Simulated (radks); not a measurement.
Species: Ca6+. Configuration: [Ne] 3s2 3p2.

Method: scalar-relativistic Kohn-Sham, PBEsol, spin-polarised, spherical densities, finite nucleus; open shells are filled with parallel spins first; Fermi nuclear charge, rms radius 3.4776 fm; computed with a radial shooting solver on a logarithmic mesh with Libxc functionals.

Energy parts (hartree):
total: -667.42149
kinetic: 672.11401
electron-nucleus: -1532.20076
Hartree: 224.82912
exchange-correlation: -32.16387

Orbitals (lengths in bohr, moments of r in powers of bohr; r(90%) holds 90 % of the orbital's charge):
orbital,occ.,eigenvalue (hartree),<r>,<r^2>,r(90%)
1s up,1,-149.0881,0.07690,0.007954,0.137
1s down,1,-149.0584,0.07689,0.007952,0.137
2s up,1,-19.13573,0.3631,0.1560,0.565
2s down,1,-19.10790,0.3628,0.1557,0.564
2p up,3,-16.25389,0.3258,0.1312,0.537
2p down,3,-16.21594,0.3256,0.1309,0.536
3s up,1,-5.08540,1.043,1.239,1.53
3s down,1,-4.91910,1.048,1.252,1.54
3p up,2,-4.31868,1.080,1.343,1.61
3p down,0,-4.15699,1.087,1.365,1.63

The highest occupied level is 3p up at -117.52 eV. Spin moment in Bohr magnetons: 2. The spin density at the nucleus is -0.4555 e/bohr^3 (1s -0.7013, 2s 0.0544, 3s 0.1913).
